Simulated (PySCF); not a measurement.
Record of a relaxation.

Species: (Cl2In-mu-NH2)2.
Bonds: In1–Cl2, In1–Cl3, In1–N4, In1–N8, N4–In5, In5–Cl6, In5–Cl7, In5–N8. Hydrogens: H9, H10 on N4; H11, H12 on N8.

Method: PBE0-D3(BJ)/def2-SVP geometry optimisation, gas phase, def2 core potentials past Kr (PySCF 2.14.0); density fitting, grid level 1; the optimiser is geomeTRIC in internal coordinates, started from a GFN2-xTB structure with every atom displaced at random (about 0.03 Å). The frame can shift and turn from step to step; on so coarse a grid that alone can change the energy by a few meV, and forces under 0.02 eV/Å are noise.

Step 0: E = -63453.9745 eV, largest atomic force 3.714 eV/Å
```
atom  x, y, z in Å  |  force x, y, z in eV/Å
In1    -1.445   -0.102   -0.542    0.328   1.250  -0.167
Cl2    -2.044    1.630   -2.004   -0.122  -0.025  -0.064
Cl3    -2.848   -1.735    0.200   -0.616  -0.659   0.280
N4     -0.349    0.876    1.166   -2.269  -1.265   2.655
In5     1.498    0.009    0.521    0.162   0.546  -0.245
Cl6     2.022   -1.628    1.988    0.459  -1.044   0.894
Cl7     2.812    1.729   -0.229    0.652   0.602  -0.287
N8      0.494   -0.855   -1.190   -1.189  -1.922   2.389
H9     -0.780    0.548    2.139    1.351   0.499  -2.610
H10    -0.484    1.879    1.234    0.235   0.412  -0.421
H11     0.448   -1.898   -1.172    0.299   0.954  -0.235
H12     0.792   -0.536   -2.060    0.710   0.652  -2.189
```

Step 1: E = -63454.4078 eV, largest atomic force 0.584 eV/Å
```
atom  x, y, z in Å  |  force x, y, z in eV/Å
In1    -1.478   -0.072   -0.526   -0.007   0.311  -0.143
Cl2    -2.093    1.649   -2.001   -0.079  -0.099  -0.007
Cl3    -2.950   -1.728    0.226    0.024   0.062  -0.040
N4     -0.385    0.863    1.155   -0.434  -0.111  -0.041
In5     1.538    0.011    0.548    0.263   0.168   0.041
Cl6     2.119   -1.692    2.062    0.049   0.140  -0.100
Cl7     2.909    1.755   -0.236    0.018  -0.172   0.088
N8      0.479   -0.863   -1.168   -0.357   0.086   0.455
H9     -0.763    0.538    2.044    0.117  -0.248   0.159
H10    -0.502    1.878    1.195    0.234   0.012  -0.262
H11     0.455   -1.882   -1.161    0.175  -0.094  -0.142
H12     0.786   -0.540   -2.086   -0.003  -0.055  -0.009
```

Step 2: E = -63454.4474 eV, largest atomic force 0.280 eV/Å
```
atom  x, y, z in Å  |  force x, y, z in eV/Å
In1    -1.493   -0.054   -0.529    0.000   0.150  -0.149
Cl2    -2.121    1.641   -2.023   -0.065  -0.073  -0.015
Cl3    -2.987   -1.693    0.215    0.025   0.049  -0.026
N4     -0.391    0.852    1.143   -0.205  -0.055  -0.093
In5     1.549    0.016    0.555    0.112   0.089  -0.019
Cl6     2.161   -1.669    2.071    0.041   0.126  -0.067
Cl7     2.936    1.736   -0.236    0.039  -0.114   0.071
N8      0.462   -0.865   -1.142   -0.198   0.088   0.177
H9     -0.748    0.518    2.036    0.039  -0.082   0.181
H10    -0.481    1.871    1.164    0.136  -0.025  -0.071
H11     0.457   -1.885   -1.138    0.105  -0.085  -0.091
H12     0.772   -0.551   -2.065   -0.029  -0.067   0.103
```

Step 3: E = -63454.4650 eV, largest atomic force 0.188 eV/Å
```
atom  x, y, z in Å  |  force x, y, z in eV/Å
In1    -1.518   -0.035   -0.544    0.068   0.014  -0.020
Cl2    -2.181    1.597   -2.084   -0.012  -0.032   0.004
Cl3    -3.047   -1.640    0.194    0.013  -0.005   0.010
N4     -0.400    0.848    1.127    0.015  -0.113  -0.054
In5     1.562    0.030    0.561   -0.149   0.011  -0.114
Cl6     2.236   -1.602    2.093    0.022   0.041   0.005
Cl7     2.988    1.699   -0.243    0.059  -0.019   0.034
N8      0.433   -0.878   -1.099    0.026  -0.032  -0.049
H9     -0.719    0.514    2.039   -0.011   0.121  -0.002
H10    -0.443    1.868    1.128   -0.006   0.024   0.112
H11     0.459   -1.900   -1.093   -0.015  -0.003  -0.002
H12     0.746   -0.586   -2.029   -0.010  -0.007   0.075
```

Step 4: E = -63454.4664 eV, largest atomic force 0.158 eV/Å
```
atom  x, y, z in Å  |  force x, y, z in eV/Å
In1    -1.519   -0.037   -0.546    0.042   0.006   0.014
Cl2    -2.190    1.577   -2.098   -0.006  -0.008  -0.002
Cl3    -3.045   -1.640    0.200    0.006  -0.014   0.011
N4     -0.402    0.854    1.122    0.033  -0.041  -0.062
In5     1.558    0.035    0.557   -0.125   0.019  -0.094
Cl6     2.243   -1.580    2.099    0.020   0.012   0.017
Cl7     2.998    1.691   -0.247    0.046  -0.015   0.030
N8      0.429   -0.885   -1.094    0.033  -0.052  -0.035
H9     -0.718    0.530    2.038   -0.024   0.063   0.021
H10    -0.440    1.875    1.126   -0.010   0.015   0.068
H11     0.457   -1.907   -1.083   -0.019   0.005   0.009
H12     0.744   -0.598   -2.023    0.003   0.010   0.025
```

Step 5: E = -63454.4670 eV, largest atomic force 0.056 eV/Å
```
atom  x, y, z in Å  |  force x, y, z in eV/Å
In1    -1.517   -0.040   -0.549   -0.022   0.002   0.031
Cl2    -2.200    1.549   -2.118    0.003   0.016  -0.001
Cl3    -3.035   -1.643    0.216    0.005  -0.011   0.000
N4     -0.406    0.871    1.112    0.006   0.045   0.033
In5     1.548    0.040    0.548   -0.032   0.017  -0.023
Cl6     2.240   -1.549    2.113    0.011  -0.017   0.013
Cl7     3.022    1.671   -0.248    0.011  -0.015   0.023
N8      0.427   -0.899   -1.091    0.011  -0.032  -0.003
H9     -0.723    0.565    2.035    0.004  -0.020  -0.030
H10    -0.436    1.892    1.122   -0.001  -0.004  -0.029
H11     0.450   -1.921   -1.071   -0.007   0.005   0.015
H12     0.745   -0.619   -2.019    0.011   0.014  -0.027
```

Step 6: E = -63454.4674 eV, largest atomic force 0.052 eV/Å
```
atom  x, y, z in Å  |  force x, y, z in eV/Å
In1    -1.517   -0.037   -0.549   -0.022  -0.001   0.016
Cl2    -2.197    1.553   -2.119    0.002   0.011   0.001
Cl3    -3.033   -1.641    0.218    0.006  -0.005  -0.003
N4     -0.405    0.875    1.110    0.010   0.051   0.007
In5     1.546    0.037    0.548   -0.015   0.000  -0.005
Cl6     2.233   -1.553    2.115    0.008  -0.010   0.004
Cl7     3.030    1.661   -0.240    0.006  -0.011   0.017
N8      0.426   -0.901   -1.092    0.001  -0.010  -0.003
H9     -0.725    0.570    2.032   -0.002  -0.028   0.002
H10    -0.434    1.897    1.118    0.002  -0.005  -0.030
H11     0.445   -1.922   -1.070   -0.002   0.002   0.009
H12     0.746   -0.621   -2.020    0.005   0.005  -0.015
```

Step 7: E = -63454.4677 eV, largest atomic force 0.038 eV/Å
```
atom  x, y, z in Å  |  force x, y, z in eV/Å
In1    -1.519   -0.027   -0.551   -0.006  -0.006  -0.008
Cl2    -2.191    1.570   -2.118   -0.003   0.000   0.004
Cl3    -3.033   -1.633    0.217    0.006   0.002  -0.004
N4     -0.402    0.884    1.105    0.002   0.013  -0.002
In5     1.541    0.027    0.550    0.004  -0.032   0.020
Cl6     2.218   -1.569    2.119    0.001   0.004  -0.009
Cl7     3.053    1.633   -0.218   -0.003   0.005  -0.002
N8      0.421   -0.904   -1.094   -0.008   0.030  -0.007
H9     -0.727    0.581    2.025    0.004   0.002   0.005
H10    -0.425    1.906    1.107    0.003  -0.002  -0.009
H11     0.433   -1.925   -1.070    0.003  -0.004  -0.001
H12     0.746   -0.626   -2.022   -0.004  -0.012   0.013
```

Step 8: E = -63454.4678 eV, largest atomic force 0.032 eV/Å
```
atom  x, y, z in Å  |  force x, y, z in eV/Å
In1    -1.520   -0.025   -0.550    0.001   0.000  -0.008
Cl2    -2.190    1.575   -2.116   -0.003  -0.002   0.003
Cl3    -3.034   -1.630    0.216    0.003   0.001  -0.001
N4     -0.400    0.886    1.104    0.001   0.000  -0.013
In5     1.541    0.023    0.550    0.005  -0.026   0.018
Cl6     2.217   -1.575    2.118    0.001   0.004  -0.006
Cl7     3.055    1.627   -0.215   -0.004   0.006  -0.004
N8      0.418   -0.903   -1.094   -0.007   0.020  -0.003
H9     -0.725    0.584    2.025    0.000   0.007   0.012
H10    -0.421    1.907    1.104    0.004   0.001  -0.002
H11     0.429   -1.925   -1.070    0.002  -0.002  -0.002
H12     0.744   -0.626   -2.022   -0.002  -0.008   0.007
```

Step 9: E = -63454.4679 eV, largest atomic force 0.022 eV/Å
```
atom  x, y, z in Å  |  force x, y, z in eV/Å
In1    -1.522   -0.021   -0.548    0.009   0.010  -0.001
Cl2    -2.192    1.582   -2.111   -0.004  -0.003   0.000
Cl3    -3.036   -1.626    0.218   -0.002  -0.003   0.002
N4     -0.396    0.889    1.103   -0.005  -0.019  -0.008
In5     1.541    0.015    0.550    0.004  -0.007   0.008
Cl6     2.217   -1.585    2.114    0.000   0.000   0.001
Cl7     3.058    1.618   -0.215   -0.004   0.004  -0.004
N8      0.413   -0.904   -1.093    0.000  -0.005   0.003
H9     -0.719    0.592    2.026   -0.003   0.016   0.004
H10    -0.411    1.910    1.098    0.004   0.004   0.003
H11     0.422   -1.925   -1.070   -0.004   0.001  -0.001
H12     0.740   -0.628   -2.022    0.003   0.002  -0.005
```

Task: Summarise the path.

Result: The energy falls by 0.4934 eV from step 0 to step 9; nine tenths of that is first reached at step 2. It falls at every step. The largest force goes from 3.714 to 0.022 eV/Å. Among the bonds N4–H9 changes most, from 1.113 to 1.022 Å; the atoms move by 0.135 Å rms after alignment.

Task: Follow the three bonds and two angles with the largest change from start to end.

Result: 
```tsv
step	E above end (eV)	largest force (eV/Å)	N4–H9 (Å)	In5–Cl6 (Å)	In1–Cl3 (Å)	Cl6–In5–Cl7 (°)	In5–N4–H10 (°)
0	0.4934	3.714	1.113	2.260	2.277	128.6	122.4
1	0.0601	0.584	1.019	2.351	2.340	127.4	119.8
2	0.0205	0.280	1.019	2.347	2.339	126.1	117.6
3	0.0029	0.188	1.023	2.337	2.336	123.2	114.2
4	0.0015	0.158	1.022	2.335	2.335	122.4	114.0
5	0.0009	0.056	1.023	2.335	2.336	121.1	114.0
6	0.0005	0.052	1.022	2.336	2.336	120.8	114.1
7	0.0002	0.038	1.022	2.338	2.336	120.2	114.2
8	0.0001	0.032	1.022	2.338	2.336	120.1	114.2
9	0.0000	0.022	1.022	2.337	2.336	120.1	114.2
```

What follows is the cost of the whole optimisation. Time: 3.7 min of wall time; peak memory 0.86 GiB. Hardware: Intel Xeon Platinum 8488C, one thread (shared host).
